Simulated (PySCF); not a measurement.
## From computed data to an observable: dipole moment from atomic charges

H2O2Zn, SMILES [Zn]([OH])[OH]. Atoms are numbered in the order given.

```xyz
5

Zn     0.0000     0.0000     0.0061
O      1.7620     0.0797    -0.0774
H      2.2220    -0.5054     0.5270
O     -1.7620    -0.0797    -0.0774
H     -2.2220     0.5054     0.5270
```
Charge 0, spin multiplicity 1.

The structure is a stationary point at PBE0-D3(BJ)/def2-TZVP. The isomer is the one that the SMILES or the coordinates give; other isomers of the formula were not compared. One conformer was computed; it need not be the lowest.

Charges (e) from ωB97X/def2-TZVPD (PySCF):

| atom | ESP fit | IAO |
|---|---|---|
| Zn1 | 0.843 | 1.449 |
| O2 | -0.732 | -1.080 |
| H3 | 0.311 | 0.356 |
| O4 | -0.732 | -1.080 |
| H5 | 0.311 | 0.356 |

The dipole moment of the full density is 1.90 D.

**Question.** What dipole moment does each set of point charges give, and which comes closer to that of the density?

**Answer.** 
μ = Σ q r, and 1 e Å = 4.8032 D.
ESP fit: Σ q r = (0.000, 0.000, 0.446) e Å, |μ| = 2.14 D.
IAO: Σ q r = (0.000, 0.000, 0.551) e Å, |μ| = 2.65 D.
ESP fit comes closer in size. Point charges leave out the atoms' own dipoles (lone pairs, polarised bonds); fits to the potential absorb them, partitions of the density don't.
